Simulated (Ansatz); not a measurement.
Basis-set extrapolation for C3H7FSi (`C/C=C(\F)[SiH3]`) (PBE0-D4/def2-TZVP geometry, frozen core, Ansatz). Multiplicity 1, RHF reference.

```
                      def2-TZVPP   def2-QZVPP
                 HF  -506.121786  -506.140507
    MP2 correlation    -0.868425    -0.933477
CCSD(T) correlation    -0.951640      not run
```

Energies in hartree. Use E(X) = E(∞) + A·exp(−7.88·√X) for Hartree–Fock and E(X) = E(∞) + B·X^(−2.97) for correlation, with X = 3 and 4, and add CCSD(T) minus MP2 of the smaller set to the MP2 limit.

Question: What is the CCSD(T) energy at the basis-set limit?

Answer: HF limit: -506.140507 + (-0.018721) × 0.13774 = -506.14309. MP2 limit: -0.933477 + (-0.065052) × 0.74074 = -0.98166. Higher-order term: -0.951640 − (-0.868425) = -0.08322. Total: -507.20797 hartree, 353.2 kJ/mol below CCSD(T)/def2-TZVPP.
